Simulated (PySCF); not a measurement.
Polarisability and C₆ of Zn²⁺ (zinc, charge +2)

[Ar] 3d10, closed-shell 1S. Calculation: PySCF 2.14, in aug-cc-pVDZ-PP with ECP10MDF (5s5p4d2f, 54 functions); scalar relativity through the core potential. Coupled (time-dependent) response in atomic units; α is the mean over directions. A double-zeta set is small for polarisabilities.

```csv
method,mean α (bohr³),C₆ (like pair),S(−4)
UHF,1.821,4.082,1.856
PBE,2.290,4.960,3.995
PBE0,2.125,4.661,3.113
BHandHLYP,2.021,4.453,2.658
LC-wPBE,2.216,4.824,3.600
```

S(−4) is the Cauchy moment in α(ω) = α(0) + S(−4) ω² + …

α(iu) at UHF:

```
u (hartree)  α(iu) (bohr³)
          0          1.821
     0.0500          1.816
      0.100          1.803
      0.200          1.752
      0.300          1.677
      0.500          1.497
      0.750          1.287
       1.00          1.123
       1.50         0.9053
       2.00         0.7630
       3.00         0.5690
       5.00         0.3382
```

For an ion, C₆ is the dispersion term alone; charge-induced terms of lower order in 1/R come first.

Energies and moments cover only the electrons outside the core potential.
